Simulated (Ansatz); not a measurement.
Ligand exchange: SiH(CH3)2(SiH3) + C2H7BO3 → SiH(CH3)(OH)(SiH3) + C3H9BO2

Gas-phase species: SiH(CH3)2(SiH3), singlet; C2H7BO3 `COB(O)OC`, singlet; SiH(CH3)(OH)(SiH3), singlet; C3H9BO2 (boronic acid, methyl-, dimethyl ester) `COB(C)OC`, singlet. The partners trade CH3 for OH: Si–CH3 and B–OH bonds give way to Si–OH and B–CH3.

Shapes, held fixed at every level: PBE0-D4/def2-TZVP. Flexible molecules stand in one conformer, not always the lowest. Programs: Ansatz 0.2.0. Electronic energies: no zero-point or thermal term.

(1) Estimate ΔE of this reaction.

Answers

(1) The highest level, CCSD(T)/CBS estimate, gives ΔE = +29.7 kJ/mol; the levels span +29.7 to +35.3. The column of differences is taken from that level and isn't an error. No measured value is set beside it here. The CBS estimate extrapolates MP2 from def2-TZVPP and def2-QZVPP and adds CCSD(T) − MP2 in the triple-zeta set, cores frozen.

```json
{"level": "PBE-D4/def2-TZVPP", "kind": "GGA", "ΔE (kJ/mol)": "+33.1", "less CCSD(T)/CBS estimate": "+3.4"}
{"level": "r2SCAN-D4/def2-TZVPP", "kind": "meta-GGA", "ΔE (kJ/mol)": "+32.9", "less CCSD(T)/CBS estimate": "+3.2"}
{"level": "PBE0-D4/def2-TZVPP", "kind": "global hybrid", "ΔE (kJ/mol)": "+35.3", "less CCSD(T)/CBS estimate": "+5.6"}
{"level": "wB97M-V/def2-TZVPP", "kind": "range-separated hybrid", "ΔE (kJ/mol)": "+31.3", "less CCSD(T)/CBS estimate": "+1.6"}
{"level": "wB97X-V/def2-TZVPP", "kind": "range-separated hybrid", "ΔE (kJ/mol)": "+30.3", "less CCSD(T)/CBS estimate": "+0.6"}
{"level": "B2PLYP/def2-TZVPP", "kind": "double hybrid", "ΔE (kJ/mol)": "+29.8", "less CCSD(T)/CBS estimate": "+0.1"}
{"level": "CCSD/def2-TZVPP", "kind": "coupled cluster or CI", "ΔE (kJ/mol)": "+32.2", "less CCSD(T)/CBS estimate": "+2.5"}
{"level": "CCSD(T)/CBS estimate", "kind": "coupled cluster or CI", "ΔE (kJ/mol)": "+29.7", "less CCSD(T)/CBS estimate": "0.0"}
```
